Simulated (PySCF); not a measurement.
Antimony: a sound run and one with changed settings

Sound run: Sb⁺ [Kr] 4d10 5s2 5p2, Sb²⁺ [Kr] 4d10 5s2 5p1. Calculation: PySCF 2.14, in aug-cc-pVDZ-PP with ECP28MDF (5s4p3d, 32 functions); scalar relativity through the core potential. The sound run starts from symmetry-adapted Hartree-Fock orbitals and uses a fine grid where one is needed.

Changed run: radial step 0.3 in ln r (0.13 in the sound run). This setting is unsound on purpose.

| species | method | sound run (hartree) | changed run (hartree) | converged |
| --- | --- | --- | --- | --- |
| Sb⁺ | UHF | -238.95724 | -238.95724 | yes |
| Sb⁺ | B3LYP | -239.95950 | -239.95949 | yes |
| Sb⁺ | LDA | -239.49549 | -239.49532 | yes |
| Sb²⁺ | UHF | -238.36941 | -238.36941 | yes |
| Sb²⁺ | B3LYP | -239.35290 | -239.35287 | yes |
| Sb²⁺ | LDA | -238.88371 | -238.88356 | yes |

Ionisation energy of Sb⁺:

| method | sound run (eV) | changed run (eV) |
| --- | --- | --- |
| UHF | 15.996 | 15.996 |
| B3LYP | 16.506 | 16.507 |
| LDA | 16.647 | 16.647 |

A coarse radial grid mis-integrates the density and the exchange-correlation energy, with errors of either sign; Hartree-Fock needs no grid.

For comparison, NIST gives 16.626 ± 0.025 eV between the lowest levels.
